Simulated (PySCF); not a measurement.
PySCF 2.14 output of a UHF calculation on a single atom or ion in dyall-av3z, with the spin-free X2C one-electron Hamiltonian (Gaussian nucleus):

```
SCF conv_tol = 1e-09
number electrons alpha = 3  beta = 1
cycle= 1 E= -14.3387896331122  delta_E= -1.74e-05  |g|= 0.000955  |ddm|= 0.00155
cycle= 2 E= -14.3387897755388  delta_E= -1.42e-07  |g|= 8.99e-05  |ddm|= 0.000158
cycle= 3 E= -14.3387897770564  delta_E= -1.52e-09  |g|= 3.49e-06  |ddm|= 2.46e-05
cycle= 4 E= -14.33878977707  delta_E= -1.36e-11  |g|= 6.73e-07  |ddm|= 5.18e-06
converged SCF energy = -14.33878977707  <S^2> = 2.0000531  2S+1 = 3.0000354
```

The run itself started from symmetry-adapted Hartree-Fock orbitals and held the occupation by maximum overlap, so the iterations belong to that start.

Task: Which element, charge and spin multiplicity is this?

Result: Be (beryllium, neutral), multiplicity 3; the state was [He] 2p2, high-spin 3P determinant (an excited configuration).
